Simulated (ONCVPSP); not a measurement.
**What one change does to a pseudopotential (Bi (Z = 83), ONCV)**

Bi (Z = 83), optimised norm-conserving Vanderbilt (ONCV), made with ONCVPSP 4.0.1 (LDA (Perdew-Zunger), scalar-relativistic). Core [Xe], reference 4f14 5d10 6s2 6p3. Waves: 6s: rc 1.70 bohr, ncon 5, nbas 8, qcut 3.6 1/bohr, 2 projectors, debl 0.6 Ha; 6p: rc 2.60 bohr, ncon 5, nbas 8, qcut 3.2 1/bohr, 3 projectors, debl 1.9 Ha; 5d: rc 1.10 bohr, ncon 4, nbas 8, qcut 10.3 1/bohr, 2 projectors, debl 2.6 Ha; 4f: rc 0.55 bohr, ncon 4, nbas 9, qcut 30 1/bohr, 2 projectors, debl 3.7 Ha. Local part: polynomial inside 0.40 bohr (lpopt 5, dvloc0 0 Ha). Core correction: Teter function, fcfact 2.5, rcfact 1.15.

In the f channel the program set the typed energies aside and used -5.621, 0.250 Ha.

Change: p: rc 1.76.

Cutoffs: the cutoffs (Ha) at which the residual kinetic energy of the hardest occupied pseudo-wave falls to 1 and 0.1 mHa per electron; they do not see the model core or the augmentation charge, which bear on the density cutoff. Errors are all-electron minus pseudo energies relative to the spin-unpolarised reference configuration.

Problem. Predict the effect on cutoff, ghosts and configuration errors.

Solution. The potential gets neither clearly harder nor softer (405 Ha and 440 Ha → 405 Ha and 440 Ha); both files keep a bound ghost (d, p, s); of the 4 tests that both files solve, the error grows in 0 and shrinks in 3 by more than 15 % and 0.3 meV (median size 7.9 → 6.4 meV). Less of the atom is replaced, so other configurations are described better.

| quantity | base | changed |
| --- | --- | --- |
| cutoff, loose | 405 Ha | 405 Ha |
| cutoff, tight | 440 Ha | 440 Ha |
| loose cutoff by channel | s 54 Ha, p 6.0 Ha, d 36 Ha, f 405 Ha | s 54 Ha, p 61 Ha, d 36 Ha, f 405 Ha |
| bound ghosts | s, p, d | s, p, d |
| GHOST(+) flags under 300 eV | s at 138.5 eV | s at 138.5 eV |
| error for 4f14 5d10 6s2 6p2, meV [ΔE 8.15 eV] | -3.9 | -3.3 |
| error for 4f14 5d10 6s2 6p1, meV [ΔE 23.72 eV] | -12 | -8.7 |
| error for 4f14 5d10 6s2 6p0, meV [ΔE 47.43 eV] | -22 | -13 |
| error for 4f14 5d10 6s1 6p3, meV [ΔE 19.05 eV] | -4.2 | -4.1 |
| s: phases at 1.72 bohr within 0.05 rad from the reference energy up to (Ha; the scan ends near 5) | to the end of the scan | to the end of the scan |
| d: phases at 1.12 bohr within 0.05 rad from the reference energy up to (Ha; the scan ends near 5) | to the end of the scan | to the end of the scan |
| f: phases at 0.56 bohr within 0.05 rad from the reference energy up to (Ha; the scan ends near 5) | to the end of the scan | to the end of the scan |
| rms error of d²Exc/dni dnj with the model core, mHa | 8.28 | 8.26 |

 A true bound ghost makes a file unfit for plane-wave use even where its test errors are small: the radial tests pick states by their node count and pass the ghost by.
